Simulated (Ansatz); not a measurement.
Species: sum formula H₃Si₂OCl₂ (charge 0, doublet). It need not be the lowest isomer of its formula. 
Structure (B3LYP-D3(BJ)/def2-TZVP (Ansatz, an electronic-structure program) minimum search):
SMILES: [SiH3]O[Si](Cl)Cl
```xyz
8

Si     0.5329     0.0312     0.6343
Cl     0.3174     1.9799    -0.0439
Cl     2.0931    -0.8722    -0.3749
O     -0.8284    -0.7892     0.3405
Si    -2.3812    -0.7619    -0.2352
H     -3.1488     0.2888     0.4654
H     -2.9696    -2.0889     0.0306
H     -2.3572    -0.4882    -1.6871
```
Charge 0, spin multiplicity 2.

Computed values are from Ansatz. Valence correlation only, unless marked. UHF or UKS for open shells. Spin-orbit coupling is left out. Non-relativistic. Basis-set limits of correlation are two-point, X^-3; Hartree-Fock from the larger set. The bracket is a focal-point correction in the basis named.

```json
{
 "atomisation energy De": "2669.1 kJ/mol at RI-MP2/CBS(cc-pV(T+d)Z,cc-pV(Q+d)Z)+[CCSD(T)-MP2]/cc-pV(T+d)Z",
 "total_energy": "-1574.8173 Eh at RI-MP2/CBS(cc-pV(T+d)Z,cc-pV(Q+d)Z)+[CCSD(T)-MP2]/cc-pV(T+d)Z",
 "dipole_moment": "1.51 D at CCSD(T)/aug-cc-pV(D+d)Z",
 "T1 diagnostic": "0.013 at CCSD/cc-pV(T+d)Z"
}
```
